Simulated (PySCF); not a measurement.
Compound: C6H15OP.
Atom-mapped SMILES: `[CH3:1][CH2:2][P:3](=[O:4])([CH2:5][CH3:6])[CH2:7][CH3:8]` (hydrogens: H9, H10, H11 on C1; H12, H13 on C2; H14, H15 on C5; H16, H17, H18 on C6; H19, H20 on C7; H21, H22, H23 on C8)

Method used: PBE0-D3(BJ)/def2-SVP geometry optimisation, gas phase in PySCF.

Question: What internal coordinates does the optimisation give?

Answer: 
```csv
bond,length (Å),order
"C1–C2, C5–C6, C7–C8",1.522,single
"C2–P3, P3–C5, P3–C7",1.828,single
P3=O4,1.502,double
C1–H9 and 8 like bonds,1.101,single
C2–H12 and 5 like bonds,1.103,single
```

Bonds in one row agree within 0.01 Å and their mean is given. Orders are formal, as drawn. A selection of angles:
```csv
angle,degrees
C1–C2–P3,111.6
C2–P3–O4,113.0
C2–P3–C5,104.9
C2–P3–C7,106.5
O4–P3–C7,112.2
P3–C7–C8,117.3
```

Torsions: C1–C2–P3–O4 -54° (synclinal); C2–P3–C5–C6 -178° (antiperiplanar); C2–P3–C7–C8 57° (synclinal). The mirror-image conformer, all signs reversed, is as good.

All 3 C–P bonds measure 1.827 to 1.829 Å. All 3 C–C bonds measure 1.521 to 1.523 Å. Of the pairs four or more bonds apart, H12···H22 is among the closest relative to their van der Waals radii: 2.41 Å, 100 % of the sum of Bondi's values. P3 (phosphoryl phosphorus) is distorted tetrahedral (angles from 104.9° to 113.2°).

Point group: near Cs, missed by 0.10 Å at most; the miss may be what the optimiser left on a soft mode. No PBE0-D3(BJ)/def2-SVP frequencies stand behind this structure, so it isn't proved a minimum. The numbers are those of one conformer.

Hardware: one thread, Arm Neoverse V2 (aarch64), shared host with 64 logical CPUs at a one-minute load of 17. Cost: 66 s wall, 0.91 GiB resident at most. This is the geometry optimisation.
